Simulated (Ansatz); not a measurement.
```yaml
atoms:
  - { symbol: F, position_ang: [0.0000, 0.0000, 0.0000] }
  - { symbol: Be, position_ang: [0.0000, 2.3451, 1.7995] }
  - { symbol: Be, position_ang: [0.0000, -2.3451, 1.7995] }
```

Basis set: pcseg-2 (spherical functions). Charge 0, multiplicity 4.

Computed with Ansatz (development build ahead of 0.2.0); each method stands on the lowest determinant of its kind that the runs found. Restricted functionals stand beside restricted open-shell atoms, which can lie above the unrestricted atoms usual in DFT and then raise those values.

Give the atomization energy at this shape (free ground-state atoms in the same class of orbitals less the molecule, no zero-point energy) of quartet Be2F by ωB97X (unrestricted), ωB97X (restricted open-shell).

```tsv
method	atomization energy
ωB97X (unrestricted)	-1.50 eV
ωB97X (restricted open-shell)	-1.55 eV
```

Caution: charge can spread falsely over distant fragments; other spin multiplicities may lie lower; the molecule lies well above its atoms at this level.

The shape needn't be a minimum at these levels.
